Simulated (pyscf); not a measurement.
**`[F][Mo]([F])([F])([F])=[S]`, singlet**

Gas-phase minimum from PySCF at ωB97X-D3(BJ)/def2-SVP, one conformer. 

SMILES: [F][Mo]([F])([F])([F])=[S]
```xyz
6

F      0.5349    -0.7187     0.7487
Mo    -0.9881    -0.0916    -0.0605
F     -0.5499    -1.2051    -1.4518
F     -2.7324    -0.3578    -0.5654
F     -1.6471     0.1239     1.6382
S     -0.5219     1.7934    -0.7063
```
Charge 0, spin multiplicity 1.

Bonded distances (Å): F1–Mo2 1.835, Mo2–F3 1.835, Mo2–F4 1.835, Mo2–F5 1.835, Mo2–S6 2.046. Bond angles (°): F1–Mo2–F3 85.9, F1–Mo2–F4 149.4, F1–Mo2–F5 86.0, F1–Mo2–S6 105.4, F3–Mo2–F4 86.0, F3–Mo2–F5 149.2, F3–Mo2–S6 105.4, F4–Mo2–F5 86.0, F4–Mo2–S6 105.3, F5–Mo2–S6 105.4.

Properties at ωB97X-D3(BJ)/def2-SVP:

* **Harmonic wavenumbers, unscaled**: 128, 219, 220, 254, 255, 270, 343, 624, 664, 734, 741, 741 cm⁻¹
* **Zero-point energy**: 7.4 kcal/mol
* **Rotational symmetry number**: 4
* **Entropy of this conformer at 298 K and 1 atm, rigid rotor and harmonic oscillator, modes under 100 cm⁻¹ raised to 100**: 342.6 J/(mol K)
* **Dipole moment**: 1.53 D

Single-point totals, which compare only within one level:

```tsv
level	total energy (hartree)
ωB97X-D3(BJ)/def2-TZVP	-866.20625
PBE/def2-TZVP	-865.69958
r²SCAN/def2-TZVP	-866.05605
B3LYP-D3(BJ)/def2-TZVP	-866.22769
PBE0-D3(BJ)/def2-TZVP	-865.64468
M06-2X/def2-TZVP	-865.87073
ωB97M-D3(BJ)/def2-TZVP	-866.22300
```

Elements past Kr carry the def2 core potentials, without spin-orbit coupling.
